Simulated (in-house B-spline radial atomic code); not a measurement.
Configurations of Sr V (Sr4+), with energies counted from [Ar] 3d10 4s2 4p4. Level of theory: scalar-relativistic (X2C) Hartree-Fock with fractional occupations, spin-polarised, spherical fractional occupations, Fermi nucleus of rms radius 4.224 fm; calculated with a radial B-spline atomic code at the basis-set limit. Shells without spins written out take the highest spin.

Caution: exact exchange at fractional occupations of open shells leaves self-interaction of up to several eV.

Occupations are held fixed; configurations that lie above the ionisation limit could autoionise.

```json
{"configuration": "[Ar] 3d10 4s2 4p3 4d1", "E - E(ref) (eV)": "23.631", "highest orbital": "4d up", "its <r> (bohr)": "1.926"}
{"configuration": "[Ar] 3d10 4s2 4p3 4f1", "E - E(ref) (eV)": "44.063", "highest orbital": "4f up", "its <r> (bohr)": "3.436"}
{"configuration": "[Ar] 3d10 4s2 4p3 5f1", "E - E(ref) (eV)": "50.91", "highest orbital": "5f up", "its <r> (bohr)": "6.094"}
{"configuration": "[Ar] 3d(4 up, 5 down) 4s2 4p(2 up, 3 down)", "E - E(ref) (eV)": "138.2", "highest orbital": "4p up", "its <r> (bohr)": "1.43"}
{"configuration": "[Ar] 3d(4 up, 5 down) 4s2 4p(1 up, 3 down) 5s(0 up, 1 down)", "E - E(ref) (eV)": "173.65", "highest orbital": "5s down", "its <r> (bohr)": "2.801"}
{"configuration": "[Ne] 3s2 3p5 3d10 4s2 4p4 5p1", "E - E(ref) (eV)": "319.44", "highest orbital": "5p up", "its <r> (bohr)": "3.247"}
{"configuration": "[Ne] 3s2 3p5 3d10 4s2 4p4 4f1", "E - E(ref) (eV)": "329", "highest orbital": "4f up", "its <r> (bohr)": "3.396"}
```

(1) Order these further configurations by energy, lowest first.
A. [Ar] 3d10 4s1 4p4 5s1
B. [Ar] 3d9 4s2 4p4 5f1
C. [Ar] 3d10 4s2 4p(2 up, 2 down)
D. [Ar] 3d10 4s2 4p(2 up, 1 down) 4f(0 up, 1 down)
E. [Ne] 3s2 3p(3 up, 2 down) 3d10 4s2 4p(1 up, 3 down) 4f(0 up, 1 down)

(2) How far above the reference does [Ne] 3s2 3p5 3d10 4s2 4p4 4d1 lie?

(3) How far above the reference does [Ar] 3d10 4s1 4p4 5f1 lie?

Results:

(1) C (6.8843 eV), A (51.75 eV), D (58.425 eV), B (198.31 eV), E (330.4 eV).

(2) 307.25 eV; its least bound orbital is 4d up with <r> = 1.846 bohr.

(3) 75.907 eV; its least bound orbital is 5f up with <r> = 6.058 bohr.
